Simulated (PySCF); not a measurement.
# One molecule, several mistakes: B2CH4N cation

Calculated results; nothing here was measured. The program is PySCF 2.14.0, an open-source quantum chemistry code, run on an isolated molecule that a program drew, which may never have been made. The molecule is B2CH4N cation (charge +1, singlet), drawn as the SMILES string `B=C[B+]N`.

Each row is a Hartree-Fock (HF) and frozen-core CCSD(T) single point in the cc-pVDZ basis, meant for a local HF minimum. Run 1 is clean. Each other run has one planted mistake out of seven kinds, and not every kind appears here: one electron removed, one electron added, multiplicity raised by two, geometry at a saddle point, minimal basis STO-3G, one bond length entered in bohr, all coordinates scaled. The reference is restricted for singlets and unrestricted otherwise, and also for a bond in bohr. Adding or removing an electron swaps singlet and doublet. Electrons count all cores. HOMO and LUMO are orbital energies over both spins, the gradient is its largest component, and the lowest frequency (negative if imaginary) is given only where the gradient is small. Bond lengths are over the 7 bonds as drawn. T1 is the CCSD diagnostic: over 0.02 (restricted) or 0.045 (unrestricted) a single reference is doubtful.

Geometry of the clean run:
```xyz
8
B2CH4N cation, angstrom
B    -2.9974   -1.1031    0.7878
C    -1.7732   -1.0545    1.4892
B    -0.9668   -2.2281    1.7104
N    -0.2285   -3.3183    1.9098
H    -4.0126   -1.1546    0.2038
H    -1.4250   -0.0973    1.8774
H    -0.3260   -3.9005    2.7244
H     0.4961   -3.6088    1.2752
```

```
run,electrons,basis functions,<S^2>,HOMO (eV),LUMO (eV),gradient (hartree/bohr),lowest frequency (cm^-1),mean bond (Å),longest bond (Å),T1,HF (hartree),CCSD(T) (hartree),mistake
1,26,76,0.000,-15.69,-3.37,3.5e-05,163,1.2084,1.441,0.0150,-143.77983,-144.25478,no fault
2,26,76,1.042,-15.29,-4.32,1.6e-02,-,1.3777,2.517,0.0229,-143.57832,-144.01840,one bond length entered in bohr
3,26,24,0.000,-14.55,-0.95,2.5e-02,-,1.2084,1.441,0.0209,-141.99639,-142.22542,minimal basis STO-3G
4,26,76,2.016,-12.13,-6.44,9.7e-02,-,1.2084,1.441,0.0161,-143.66133,-144.10379,?
5,26,76,0.000,-15.17,-3.42,2.9e-05,-478,1.2097,1.451,0.0154,-143.76600,-144.23895,?
```

**Which mistake was planted in run 4, and what did it cost?**

Electrons, basis and geometry are unchanged, and <S^2> is 2.016, beside S(S+1) = 2.00 for a multiplicity of 3. So the mistake is: multiplicity raised by two. Subtracting run 1 and multiplying by 627.51 kcal/mol a hartree, the energy moved by 74.4 kcal/mol in HF and 94.7 kcal/mol in CCSD(T).

**Which mistake was planted in run 5, and what did it cost?**

The gradient is small, so the point is stationary, but the lowest frequency is imaginary (-478 cm^-1). So the mistake is: geometry at a saddle point. Subtracting run 1 and multiplying by 627.51 kcal/mol a hartree, the energy moved by 8.7 kcal/mol in HF and 9.9 kcal/mol in CCSD(T).

Cautions from the logs. Run 3: T1 is over the limit, so its CCSD(T) energy is less reliable.
